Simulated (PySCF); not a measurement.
Compound: C8H7N.
Numbering: `[CH2:1]=[CH:2][C:3](=[CH2:4])[CH2:5][C:6]#[C:7][C:8]#[N:9]` (hydrogens: H10, H11 on C1; H12 on C2; H13, H14 on C4; H15, H16 on C5)

Method used: B3LYP/def2-SV(P) geometry optimisation, gas phase (PySCF 2.14.0).

(1) What internal coordinates does the optimisation give?

## Answers

(1) 
```json
{"bond": "C1=C2", "length (Å)": "1.344"}
{"bond": "C2–C3", "length (Å)": "1.468"}
{"bond": "C3=C4", "length (Å)": "1.346"}
{"bond": "C3–C5", "length (Å)": "1.527"}
{"bond": "C5–C6", "length (Å)": "1.463"}
{"bond": "C6≡C7", "length (Å)": "1.217"}
{"bond": "C7–C8", "length (Å)": "1.376"}
{"bond": "C8≡N9", "length (Å)": "1.165"}
{"bond": "C1–H10", "length (Å)": "1.096"}
{"bond": "C1–H11", "length (Å)": "1.095"}
{"bond": "C2–H12", "length (Å)": "1.098"}
{"bond": "C4–H13", "length (Å)": "1.096"}
{"bond": "C4–H14", "length (Å)": "1.096"}
{"bond": "C5–H15, C5–H16", "length (Å)": "1.106"}
```

Bonds in one row agree within 0.01 Å and their mean is given. A selection of angles:
```json
{"angle": "C1–C2–C3", "degrees": "126.8"}
{"angle": "C2–C3–C4", "degrees": "121.0"}
{"angle": "C2–C3–C5", "degrees": "119.0"}
{"angle": "C4–C3–C5", "degrees": "120.0"}
{"angle": "C3–C5–C6", "degrees": "114.2"}
{"angle": "C5–C6–C7", "degrees": "179.4"}
{"angle": "C6–C7–C8", "degrees": "179.8"}
{"angle": "C7–C8–N9", "degrees": "179.8"}
```

Dihedral angles: C1–C2–C3–C4 179° (antiperiplanar); C2–C3–C5–C6 -71° (synclinal). The mirror-image conformer, all signs reversed, is as good.

The 7 C–C bonds span 1.217 Å (C6≡C7, drawn triple) to 1.527 Å (C3–C5, drawn single), a spread of 0.310 Å. Of the pairs four or more bonds apart, C5···H10 is among the closest relative to their van der Waals radii: 2.75 Å, 95 % of the sum of Bondi's values.

Point group: C1 (no symmetry element, even within 0.4 Å). Whether it is a minimum is left open (no frequencies). The numbers are those of one conformer.
